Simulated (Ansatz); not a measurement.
Wavefunction ladder for `[AlH2][O]B1CC1`

Cartesian coordinates in Å:
```
Al -2.198 -0.786 -1.512
O -0.866 -0.313 -0.596
B 0.179 0.063 0.123
C 1.620 0.556 0.172
C 0.800 0.310 1.492
H -2.316 -2.317 -1.870
H -3.217 0.340 -1.934
H 1.870 1.589 -0.055
H 2.451 -0.120 -0.011
H 1.130 -0.515 2.118
H 0.546 1.193 2.072
```

The species carries charge 0 and has multiplicity 1. All single points use the PBE0-D4/def2-TZVP geometry. It is one conformer, not always the lowest. Frozen core, restricted reference, Ansatz 0.2.0. CBS rows extrapolate triple and quadruple zeta; past MP2 they add the triple-zeta difference.

```json
{"basis": "def2-TZVPP", "HF (Eh)": "-420.82166", "MP2 corr.": "?", "CCSD corr.": "?", "(T)": "?", "CCSD(T) total": "?"}
{"basis": "def2-QZVPP", "HF (Eh)": "-420.83759", "MP2 corr.": "-0.79160", "CCSD corr.": "–", "(T)": "–", "CCSD(T) total": "–"}
{"basis": "CBS(def2)", "HF (Eh)": "?", "MP2 corr.": "-0.83034", "CCSD corr.": "-0.86961", "(T)": "as TZ", "CCSD(T) total": "?"}
```

(1) Fill in the withheld values. (An estimate is asked.)

Results:

(1) Ansatz gave: def2-TZVPP MP2 corr.: -0.73931; def2-TZVPP CCSD corr.: -0.77859; def2-TZVPP (T): -0.03031; def2-TZVPP CCSD(T) total: -421.63056; CBS(def2) HF (Eh): -420.83978; CBS(def2) CCSD(T) total: -421.73970.
